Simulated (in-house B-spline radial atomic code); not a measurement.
Inner levels of gadolinium as electrons are removed. A shift is the extra binding of the orbital against the neutral atom ([Xe] 4f5/2(6) 4f7/2(1) 5d3/2(1) 6s2). The density at the nucleus is averaged over the nuclear charge. Computed with an all-electron radial atomic-structure program (B-spline basis): Dirac-Hartree-Fock, jj configuration that fills j = l - 1/2 first, finite nuclei.

A number in brackets counts the electrons of a j subshell.

| ion | configuration | shift of 1s1/2 (eV) | shift of 2p3/2 (eV) | shift of 2p1/2 (eV) | radius of 1s1/2 (bohr) | radius of 2p3/2 (bohr) | radius of 2p1/2 (bohr) | Σ<r²> (bohr²) | change of density at nucleus (bohr⁻³) |
| --- | --- | --- | --- | --- | --- | --- | --- | --- | --- |
| Gd37+ | [Ar] 3d3/2(4) 3d5/2(5) | 1646.11 | 1604.72 | 1611.88 | 0.0219 | 0.084012 | 0.077304 | 1.0534 | -2747.68 |
| Gd38+ | [Ar] 3d3/2(4) 3d5/2(4) | ? | ? | ? | ? | ? | ? | ? | ? |
| Gd39+ | [Ar] 3d3/2(4) 3d5/2(3) | 1912.01 | 1861.73 | 1876.41 | 0.0219 | 0.083829 | 0.077213 | 0.91945 | -2169.67 |
| Gd40+ | [Ar] 3d3/2(4) 3d5/2(2) | ? | ? | ? | ? | ? | ? | ? | ? |
| Gd41+ | [Ar] 3d3/2(4) 3d5/2(1) | 2187.31 | 2126.92 | 2149.73 | 0.021901 | 0.083632 | 0.077113 | 0.79489 | -1562 |
| Gd42+ | [Ar] 3d3/2(4) | 2328.49 | 2262.56 | 2289.67 | 0.021901 | 0.083529 | 0.077059 | 0.73586 | -1246.99 |
| Gd43+ | [Ar] 3d3/2(3) | 2475.05 | 2405.44 | 2429.15 | 0.021902 | 0.083442 | 0.076952 | 0.68013 | -909.8 |
| Gd44+ | [Ar] 3d3/2(2) | 2624.04 | 2550.48 | 2570.68 | 0.021902 | 0.083351 | 0.076842 | 0.62632 | -564.7 |
| Gd45+ | [Ar] 3d3/2(1) | 2775.47 | 2697.68 | 2714.24 | 0.021902 | 0.083258 | 0.076729 | 0.57433 | -211.65 |
| Gd46+ | [Ne] 3s2 3p6 | 2929.34 | 2847.02 | 2859.83 | 0.021902 | 0.083162 | 0.076613 | 0.52409 | 149.34 |
| Gd47+ | [Ne] 3s2 3p1/2(2) 3p3/2(3) | 3084.35 | 2981.3 | 2999.07 | 0.0219 | 0.083154 | 0.07652 | 0.46167 | 546.15 |
| Gd48+ | [Ne] 3s2 3p1/2(2) 3p3/2(2) | 3241.25 | 3116.97 | 3139.8 | 0.021897 | 0.083061 | 0.076425 | 0.40065 | 949.62 |
| Gd49+ | [Ne] 3s2 3p1/2(2) 3p3/2(1) | 3400.02 | 3254.02 | 3282 | 0.021894 | 0.082966 | 0.076328 | 0.341 | 1359.77 |
| Gd50+ | [Ne] 3s2 3p1/2(2) | 3560.68 | 3392.44 | 3425.69 | 0.021891 | 0.082869 | 0.07623 | 0.28267 | 1776.61 |
| Gd51+ | [Ne] 3s2 3p1/2(1) | 3733.67 | 3540.78 | 3569.56 | 0.021888 | 0.082742 | 0.076229 | 0.23001 | 1824.03 |
| Gd52+ | [Ne] 3s2 | 3908.81 | 3690.65 | 3714.92 | 0.021884 | 0.082613 | 0.076149 | 0.17857 | 1866.72 |
| Gd53+ | [Ne] 3s1 | 4069.77 | 3831.53 | 3857.65 | 0.021883 | 0.082514 | 0.076065 | 0.12277 | -6823.34 |
| Gd54+ | [He] 2s2 2p6 | ? | ? | ? | ? | ? | ? | ? | ? |
| Gd55+ | [He] 2s2 2p1/2(2) 2p3/2(3) | 4613.12 | 4259.76 | 4294.53 | 0.021868 | 0.081833 | 0.075472 | 0.059013 | -14615.9 |
| Gd56+ | [He] 2s2 2p1/2(2) 2p3/2(2) | 4998.39 | 4548.93 | 4590.57 | 0.021854 | 0.081262 | 0.07497 | 0.050285 | -13500.7 |
| Gd57+ | [He] 2s2 2p1/2(2) 2p3/2(1) | 5388.09 | 4841.09 | 4889.69 | 0.021841 | 0.080698 | 0.074474 | 0.041803 | -12368.1 |

Q: Fill in the row of Gd38+.

A: shift of 1s1/2 (eV): 1777.88; shift of 2p3/2 (eV): 1732.2; shift of 2p1/2 (eV): 1743.04; radius of 1s1/2 (bohr): 0.0219; radius of 2p3/2 (bohr): 0.083922; radius of 2p1/2 (bohr): 0.07726; Σ<r²> (bohr²): 0.98519; change of density at nucleus (bohr⁻³): -2462.38.

Q: Fill in the row of Gd40+.

A: shift of 1s1/2 (eV): 2048.48; shift of 2p3/2 (eV): 1993.31; shift of 2p1/2 (eV): 2011.97; radius of 1s1/2 (bohr): 0.021901; radius of 2p3/2 (bohr): 0.083732; radius of 2p1/2 (bohr): 0.077164; Σ<r²> (bohr²): 0.85606; change of density at nucleus (bohr⁻³): -1869.53.

Q: Fill in the row of Gd54+.

A: shift of 1s1/2 (eV): 4232.3; shift of 2p3/2 (eV): 3973.57; shift of 2p1/2 (eV): 4001.58; radius of 1s1/2 (bohr): 0.021881; radius of 2p3/2 (bohr): 0.082414; radius of 2p1/2 (bohr): 0.07598; Σ<r²> (bohr²): 0.067997; change of density at nucleus (bohr⁻³): -15713.9.
